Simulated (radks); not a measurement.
Results of a calculation; reference values are marked as such.
Problem. These are the eigenvalues of the occupied orbitals of an atom or ion with whole-number occupations (hartree). Code: a radial shooting solver on a logarithmic mesh with Libxc functionals. Model: Dirac Kohn-Sham, BLYP, spin-unpolarised, spherical densities, finite nucleus; Fermi nuclear charge, rms radius of each element as measured or else 0.836 A^(1/3) + 0.57 fm.

| orbital | eigenvalue |
|---|---|
| 1s1/2 | -2175.899 |
| 2s1/2 | -366.9034 |
| 2p1/2 | -349.7807 |
| 2p3/2 | -313.7481 |
| 3s1/2 | -82.44192 |
| 3p1/2 | -74.89425 |
| 3p3/2 | -67.28658 |
| 3d3/2 | -54.38615 |
| 3d5/2 | -52.72328 |
| 4s1/2 | -16.22574 |
| 4p1/2 | -13.18922 |
| 4p3/2 | -11.47053 |
| 4d3/2 | -6.47052 |
| 4d5/2 | -6.15790 |
| 5s1/2 | -1.94897 |
| 5p1/2 | -1.13064 |
| 5p3/2 | -0.92082 |
| 6s1/2 | -0.13839 |
| 4f5/2 | -0.12932 |
| 4f7/2 | -0.08541 |

Which element is it, and in what charge state? The configuration may be excited. Open shells, if any, fill j = l - 1/2 first.

Solution. Z = 69, thulium, charge 0: Tm in [Xe] 4f13 6s2. The list shows which subshells hold electrons but not how many an open one holds; the 1s level, -2175.9 hartree, gives Z - s = 66.0 by -(Z - s)^2/2, which with screening and relativity narrows Z to a few neighbours, and the depths of the outer levels then fix element, charge and occupations together.
